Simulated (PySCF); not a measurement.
Compound: C2H5Cl2Si2 (doublet state).
Structure used (GFN2-xTB), in Å, numbered top down from 1:
```
atom  x, y, z in Å
Si1   -2.114    0.125   -0.113
C2    -0.319   -0.198   -0.553
C3     0.697   -0.049    0.311
Cl4    0.310    0.411    1.952
Si5    2.486   -0.433    0.022
Cl6    3.792    0.370    1.319
H7    -2.898   -0.120   -1.326
H8    -2.538   -0.778    0.959
H9    -2.280    1.515    0.318
H10   -0.055   -0.498   -1.557
H11    2.924   -0.342   -1.358
```

The hyperfine couplings belong to this conformer and change with its torsions.

The species is `[SiH3]/C=C(\Cl)[SiH]Cl` [radical].

Level of theory: PySCF 2.14.0, UKS B3LYP, pcH-1 on C Cl H Si, non-relativistic, mean-field spin-orbit, GIAO. One conformer (not necessarily the lowest) at the GFN2-xTB geometry, without solvent, vibrations or thermal averaging. The geometry wasn't refined by DFT: couplings that depend on bond lengths, twists or pyramidal angles can differ widely from those at the functional's own minimum, by a factor of two or more for some ions and for spin on atoms past the first row. The SCF solution wasn't tested for stability.

Task: Predict the first-order ENDOR lines of H11, H10, H7/H8/H9, Cl6 and Cl4 under fast tumbling at B = 338.4 mT (X band).

Result: ν± = |νn ± a/2|, one line for each electron-spin manifold; νn = |g_N| × 7.62259 MHz/T × B.

```json
{"nuclei": "H11", "isotope": "1H", "g_N": "5.5857", "νn (MHz)": "14.41", "a_iso (MHz)": "48.65", "lower line (MHz)": "9.91", "upper line (MHz)": "38.73"}
{"nuclei": "H10", "isotope": "1H", "g_N": "5.5857", "νn (MHz)": "14.41", "a_iso (MHz)": "-11.13", "lower line (MHz)": "8.85", "upper line (MHz)": "19.97"}
{"nuclei": "H7/H8/H9", "isotope": "1H", "g_N": "5.5857", "νn (MHz)": "14.41", "a_iso (MHz)": "9.78", "lower line (MHz)": "9.52", "upper line (MHz)": "19.30"}
{"nuclei": "Cl6", "isotope": "35Cl", "g_N": "0.5479", "νn (MHz)": "1.41", "a_iso (MHz)": "19.69", "lower line (MHz)": "8.43", "upper line (MHz)": "11.26"}
{"nuclei": "Cl4", "isotope": "35Cl", "g_N": "0.5479", "νn (MHz)": "1.41", "a_iso (MHz)": "-0.86", "lower line (MHz)": "0.98", "upper line (MHz)": "1.85"}
```

Task: Which pairs are centred on the nuclear Larmor frequency, and which on half the coupling?

Result: Centred on νn, since |a| < 2νn: H10, H7/H8/H9 and Cl4. Centred on |a|/2 and split by 2νn: H11 and Cl6.

Task: At what field would the lower line of Cl6 fall to zero frequency?

Result: Where νn = |a|/2, that is B = 9.84 MHz/(0.5479 × 7.62259 MHz/T) = 2360 mT, as far as first order holds there.

Means are taken over nuclei equivalent by connectivity, which assumes that they swap fast. The three 1H nuclei of mean +9.8 MHz run from -0.1 to 16.7 MHz in the frozen geometry.

Main isotope only: 35Cl (natural samples also hold 24 % 37Cl, magnetic too, which adds its own pattern).
